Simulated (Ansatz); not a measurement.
`C[SiH](Cl)CCl` + `[NH2][Ga]([Cl])[Cl]` → `C[NH][Ga]([Cl])[Cl]` + `ClC[SiH2]Cl`  (substitution at a C–Si bond)

Isolated molecules relaxed with PBE0-D4/def2-TZVP in Ansatz; ΔE leaves out vibrations. CCSD(T)/CBS is the MP2 limit (def2-TZVPP, def2-QZVPP) plus CCSD(T) − MP2 in def2-TZVPP, frozen cores. Functionals use def2-TZVPP. B3LYP here is the variant with VWN-RPA as its local correlation; programs differ in this. For Ga outer-core shells are correlated without core-valence functions, which leaves a few kJ/mol of doubt a bond. Scalar relativity is left out up to krypton. Each species was taken in one conformer, which may not be the lowest.

| species | B3LYP-D4 energy (Eh) |
| --- | --- |
| `C[SiH](Cl)CCl` | -1289.92945 |
| `[NH2][Ga]([Cl])[Cl]` | -2901.49095 |
| `C[NH][Ga]([Cl])[Cl]` | -2940.81121 |
| `ClC[SiH2]Cl` | -1250.57541 |

(1) Work out ΔE.

Largest T1 diagnostic among the species: 0.012.

## Answers

(1) ΔE = (-2940.81121) + (-1250.57541) − (-1289.92945) − (-2901.49095) = 0.03378 Eh = +88.7 kJ/mol. CCSD(T)/CBS gives +92.7 kJ/mol.

In def2-TZVPP, CCSD(T) changes the Hartree–Fock value by +4.6 kJ/mol (the triples alone add +0.3 kJ/mol) and MP2 by +9.3 kJ/mol.
